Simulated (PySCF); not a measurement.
SMILES [SiH3][S][Al]([CH3])[CH3] (C2H9AlSSi) at its CAM-B3LYP/def2-SVP optimised geometry (Å):

```
14

Si    -0.7551     1.5916     0.0000
S     -1.5515     0.6511    -1.7551
Al    -0.8000    -1.4135    -1.6411
C     -1.3410    -2.5936    -3.0907
C      0.3286    -1.9468    -0.1420
H     -1.2204     0.9218     1.2456
H      0.7338     1.5916     0.0000
H     -1.2366     2.9969     0.0000
H     -0.4612    -3.0316    -3.5914
H     -1.9313    -3.4412    -2.7032
H     -1.9467    -2.0858    -3.8558
H      0.6507    -2.9969    -0.2205
H     -0.1976    -1.8325     0.8204
H      1.2366    -1.3247    -0.0752
```

Method: CAM-B3LYP/def2-TZVP in PySCF 2.14.0. Cells within 0.4 Å of a nucleus heavier than hydrogen are left out (blank, or x).

Map of the Laplacian of the electron density (e/bohr⁵), clipped to [-1.50, 1.50] on the plane z = 0.0 Å:

```
|5555555555555555555555555555555|
|5555555555555555555555555555555|
|5555555555555555555555555555555|
|5555555555555555555555555555555|
|5555555555555555555555555555555|
|5555555555555555555555555555555|
|5555555555501555555555555555555|
|5555555555433455555555555555555|
|5555555555544555555555555555555|
|5555555555569994445555555555555|
|555555555559xx95303555555555555|
|555555555559xx94425555555555555|
|5555555555559964555555555555555|
|5555555555555555555555555555555|
|5555555555555555555555555555555|
|5555555555555555555555555555555|
|5555555555555555555555555555555|
|5555555555555555555555555555555|
|5555555555555555555555555555555|
|5555555555555555540055555555555|
|5555555555555554x23455555555555|
|555555555555555xxx5555555555555|
|5555555555555555635555555555555|
|5555555555555555435555555555555|
|5555555555555555415555555555555|
|5555555555555555555555555555555|
|5555555555555555555555555555555|
|5555555555555555555555555555555|
|5555555555555555555555555555555|
|5555555555555555555555555555555|
|5555555555555555555555555555555|
```
Scale: ten equal steps from -1.50 (start of '0') to 1.50 (end of '9'), in the order '0123456789'; x runs from -5.00 to 5.00, y from -5.00 (bottom) to 5.00 (top).
